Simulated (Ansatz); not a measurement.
`O[SiH2]B(F)Cl`, relaxed with RKS PBE-D4/def2-SVP in Ansatz from a rough embedded geometry. The force threshold is 0.03 eV/Å; the program also tests the step.

Total charge 0; spin multiplicity 1.

Start:

```xyz
8

O    -1.119   -1.220   -0.832
Si   -0.175    0.182   -0.713
B     0.319    0.553    1.155
F    -0.036    1.804    1.692
Cl    1.337   -0.651    2.074
H    -0.457   -1.992   -0.560
H     1.057    0.016   -1.552
H    -0.926    1.307   -1.265
```

Q: By how much does the energy fall, and how many steps does the optimiser take? (Estimate.)

A: Ansatz gave: 45.26 kJ/mol, in 15 steps, 2 of them rejected.

Q: Which bonds change most? (Estimate.)

A: Computed: B3–F4 from 1.407 to 1.327 Å; O1–H6 from 1.052 to 0.975 Å; Si2–B3 from 1.968 to 2.037 Å; B3–Cl5 from 1.825 to 1.780 Å.

Q: Give the relaxed structure. (Best estimate.)

A: Ansatz gave: 
```xyz
8

O    -0.724   -1.378   -0.930
Si   -0.178    0.214   -0.821
B     0.373    0.565    1.108
F     0.620    1.761    1.626
Cl    0.576   -0.837    2.187
H    -0.401   -1.930   -0.193
H     1.015    0.475   -1.711
H    -1.283    1.129   -1.267
```
